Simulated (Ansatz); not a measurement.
A run for Ansatz (a program for electronic structure): R-CCSD(T)/cc-pVDZ on C3H9B (SMILES BC(C)C), a point of a torsion scan.

Ansatz 0.2 input:
```yaml
crystal:
  periodic: [false, false, false]
  atoms:
    - {symbol: B, position_ang: [-0.37905574, 1.50156294, 0.19113379]}
    - {symbol: C, position_ang: [0.20761239, 0.05878735, 0.41726924]}
    - {symbol: C, position_ang: [-1.05833087, -0.81817172, 0.19426521]}
    - {symbol: C, position_ang: [1.33424350, -0.36897284, -0.52516114]}
    - {symbol: H, position_ang: [-0.34715192, 1.98922622, -0.87075222]}
    - {symbol: H, position_ang: [-0.92498857, 2.04938437, 1.06793994]}
    - {symbol: H, position_ang: [0.55742851, -0.11055255, 1.43935316]}
    - {symbol: H, position_ang: [-0.87269970, -1.55187964, -0.58567000]}
    - {symbol: H, position_ang: [-1.90906775, -0.21369109, -0.12426166]}
    - {symbol: H, position_ang: [-1.34382123, -1.33526619, 1.10563763]}
    - {symbol: H, position_ang: [1.03535633, -0.24574309, -1.56372362]}
    - {symbol: H, position_ang: [1.60270921, -1.41238824, -0.36337338]}
    - {symbol: H, position_ang: [2.21949437, 0.24002945, -0.35296951]}
basis:
  gaussian:
    orbitals: cc-pVDZ
magnetization: {spin_polarized: false}
correlation: {method: ccsd_t, electrons: outside_noble_gas}
scf: {lower_state_search: off}
```

Program output:

```
WARN ansatz: RAYON_NUM_THREADS=1 ignored (pool sized by the plan → 1); use --threads N
Functional definition: HF
these checks for a lower state are left out or cut short: stability, starts, cluster_reference, orbital_swaps, neighbouring_geometries, increment
integrals: 0.12 GiB planned
910 factors; integrals over basis functions are off by at most 1.1e-3 eV
mean field: 0.20 GiB planned
mean field evaluation 1: about -3902.4639 eV, gradient 2.9e1 eV
mean field evaluation 2: about -3902.4644 eV, gradient 2.9e1 eV
mean field evaluation 4: about -3905.0197 eV, gradient 3.4e0 eV
mean field evaluation 8: about -3905.0588 eV, gradient 3.1e-2 eV
mean field -3905.05883974 eV, -143.5082654164 hartree, gradient 1.4e-6 eV, S^2 0.000000; 0 other end points of the search recorded, 0 dependent functions left out
4 core orbitals not correlated
reference -3905.05883974 eV, -143.5082654164 hartree; 12, 12 occupied and 85, 85 virtual orbitals, 910 factors
second order -14.20969389 eV of doubles, -0.00000000 eV of singles
coupled cluster: 0.41 GiB planned
cycle   1  -15.38790740 eV  change    -1.2e0 eV  update   7.8e-2
cycle   2  -15.83890825 eV  change   -4.5e-1 eV  update   2.3e-2
cycle   3  -15.88326419 eV  change   -4.4e-2 eV  update   7.2e-3
cycle   4  -15.88351255 eV  change   -2.5e-4 eV  update   2.2e-3
cycle   5  -15.88385890 eV  change   -3.5e-4 eV  update   8.7e-4
cycle   6  -15.88377555 eV  change    8.3e-5 eV  update   3.5e-4
cycle   7  -15.88368149 eV  change    9.4e-5 eV  update   1.4e-4
cycle   8  -15.88368025 eV  change    1.2e-6 eV  update   5.6e-5
cycle   9  -15.88366926 eV  change    1.1e-5 eV  update   1.9e-5
perturbative correction -0.44425899 eV, -0.0163262168 hartree
Total energy: -3921.38676798 eV, -144.1083057119 hartree
Checks for a lower state left out: stability, starts, cluster_reference, orbital_swaps, neighbouring_geometries, increment
```

The run converged.

Cost: roughly 6 core-seconds.
